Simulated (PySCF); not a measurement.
**`C(=C\C=C(/C=C)Cl)/C`, C₇H₉Cl**

Geometry:
```tsv
atom	x (Å)	y (Å)	z (Å)
C1	3.546	0.029	0.686
C2	2.223	0.024	0.543
C3	1.511	-0.101	-0.705
Cl4	2.489	-0.253	-2.136
C5	0.173	-0.111	-0.872
C6	-0.819	0.002	0.160
C7	-2.130	-0.016	-0.097
C8	-3.196	0.099	0.934
H9	4.002	0.127	1.656
H10	4.211	-0.063	-0.155
H11	1.593	0.119	1.416
H12	-0.212	-0.214	-1.878
H13	-0.484	0.106	1.182
H14	-2.474	-0.120	-1.118
H15	-3.825	0.965	0.727
H16	-2.775	0.200	1.931
H17	-3.839	-0.781	0.909
```

Level of theory: GIAO CAM-B3LYP/pcSseg-1 magnetisability, rotational g tensor and spin-rotation constants, non-relativistic, gas phase in PySCF 2.14.0. Geometry: GFN2-xTB.

Q: Give the nuclear spin-rotation constants along the inertial axes (H = +C I·J) beside the isotropic shieldings.

A: Rotational constants 3.5569, 0.7351, 0.6115 GHz. A star marks the isotopologue with that one atom substituted, in its own axes.
```
atom  isotope  Caa (kHz)  Cbb (kHz)  Ccc (kHz)  mean (kHz)  σ (ppm)
 Cl4     35Cl      0.751      0.164      0.172       0.362    743.9
  H9       1H     -0.363      0.068     -0.071      -0.122     26.2
 H10       1H      0.123     -0.026     -0.071       0.009     25.8
 H11       1H      0.061     -0.004     -0.070      -0.004     24.8
 H12       1H     -0.352      0.078     -0.072      -0.116     25.3
 H13       1H     -0.323      0.076     -0.075      -0.107     25.2
 H14       1H     -0.361      0.075     -0.072      -0.120     25.8
 H15       1H     -0.230     -0.076     -0.013      -0.106     29.7
 H16       1H     -0.373      0.024     -0.073      -0.141     29.9
 H17       1H     -0.229     -0.076     -0.013      -0.106     29.7
  C1     13C*      1.190      0.343      0.076       0.536     57.7
  C2     13C*      1.305      0.352      0.081       0.579     47.2
  C3     13C*      1.324      0.317      0.127       0.590     40.4
  C5     13C*      1.253      0.342      0.114       0.570     43.0
  C6     13C*      1.246      0.342      0.092       0.560     51.0
  C7     13C*      1.384      0.348      0.091       0.608     39.7
  C8     13C*      0.518      0.109      0.094       0.240    162.9
```
For the geometry as given, no vibrational averaging.

Q: How do the rotational constants and the g tensor change when H9, H10, H11, H12, H13, H14, H15, H16, H17 are replaced by deuterium?

A: Constants 3.0383, 0.6483, 0.5379 GHz; g -0.0335, -0.0100, 0.0008, against -0.0389, -0.0113, 0.0011 before.
